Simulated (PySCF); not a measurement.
Coordinates in bohr (charge 0 multiplicity 1):
```
Sb   -0.5343    0.0000    0.3421
O    -3.4221    0.0000    2.1911
Cl    0.0811    3.3935   -2.3784
Cl    0.0811   -3.3935   -2.3784
Cl    3.2505    0.0000    2.5717
```

Level of theory: PySCF, PBE0, basis Sb def2-SVP with ECP28, O def2-SVP, Cl def2-SVP (scalar-relativistic core potentials, no spin–orbit coupling, density fitting).

This geometry of SbOCl3 is a stationary point at this level.

What is the point group?

C3v.

Is it a minimum?

Yes: all harmonic wavenumbers are real.

What are the dipole moment and the gap between the highest occupied and lowest empty levels?

2.01 D and 4.91 eV.

Give the atomic charges and bond orders.


```
   atom  Mulliken  Löwdin  polar tensor  Mayer order to Sb1
    Sb1      1.11    0.61          2.08                   –
     O2     -0.50   -0.45         -0.62                1.74
Cl3,4,5     -0.20   -0.05         -0.49                0.97
```

This need not be the most stable arrangement of these atoms.
